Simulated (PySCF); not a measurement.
Constants of HfN, step by step

State: ²Σ⁺, doublet, unpaired electrons σ ↑. De refers to Hf (5d2 6s2) + N. ROHF-based CCSD(T) in PySCF 2.14 with Hf aug-cc-pVDZ-PP with ECP60, N aug-cc-pVDZ and Hf aug-cc-pVTZ-PP with ECP60, N aug-cc-pVTZ (frozen core orbitals: 5; scalar-relativistic core potentials). Correlation energies are extrapolated as n⁻³ (n = 2, 3), Hartree–Fock as (n+1)·exp(−9√n).

```
      Level  Re (Å)  ωe (cm⁻¹)  ωexe (cm⁻¹)  αe (cm⁻¹)  De (eV)
 CCSD(T)/DZ  1.7535        900         4.34    0.00259    5.004
 CCSD(T)/TZ  1.7413      925.3         4.38    0.00250    5.490
     HF/CBS  1.6712     1100.0         2.44    0.00168    1.608
    MP2/CBS  1.7498      933.0         5.17    0.00248    6.757
   CCSD/CBS  1.7165     1008.5         3.68    0.00204    5.111
CCSD(T)/CBS  1.7404      930.5         4.36    0.00246    5.652
```

How much is left between CCSD(T)/TZ and the basis-set limit, and how much do the triples give at the limit?

CCSD(T)/CBS less CCSD(T)/TZ: -0.9 mÅ in Re, +5.2 cm⁻¹ in ωe and +0.162 eV in De. CCSD(T)/CBS less CCSD/CBS: +23.9 mÅ in Re, -78.0 cm⁻¹ in ωe and +0.541 eV in De.

The T1 diagnostic is 0.043, large enough to doubt a single reference. The state was picked by a PBE0 search and need not be the measured ground state. Spin–orbit coupling, excitations beyond (T) and corrections to the Born–Oppenheimer picture are left out, and spin–orbit coupling matters for open p, d or f shells this heavy.

The whole job (state search and all basis sets along the bond) took about 11 min on 4 threads of Arm Neoverse V1 (shared host), peak memory 15 GiB.
